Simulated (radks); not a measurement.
Mn14+, 11 electrons, occupied as [Ne] 3s1. Calculated with a radial shooting solver on a logarithmic mesh with Libxc functionals: non-relativistic Kohn-Sham, PBE, spin-unpolarised, spherical densities, point nucleus.

Unscreened Slater integrals over Kohn-Sham orbitals (eV).

\begin{tabular}{lr}
integral & value \\ \hline
F0(3s,3s) & 34.178 \\
F0(3s,2p) & 44.852 \\
G1(3s,2p) & 4.4882 \\
F0(3s,2s) & 43.966 \\
G0(3s,2s) & 3.5485 \\
F0(3s,1s) & 50.718 \\
G0(3s,1s) & 2.2648 \\
F0(2p,2p) & 101.81 \\
F2(2p,2p) & 48.143 \\
F0(2p,2s) & 93.618 \\
G1(2p,2s) & 53.943 \\
F0(2p,1s) & 139.45 \\
G1(2p,1s) & 23.588 \\
F0(2s,2s) & 88.340 \\
F0(2s,1s) & 123.96 \\
G0(2s,1s) & 11.320 \\
F0(1s,1s) & 415.56 \\
\end{tabular}
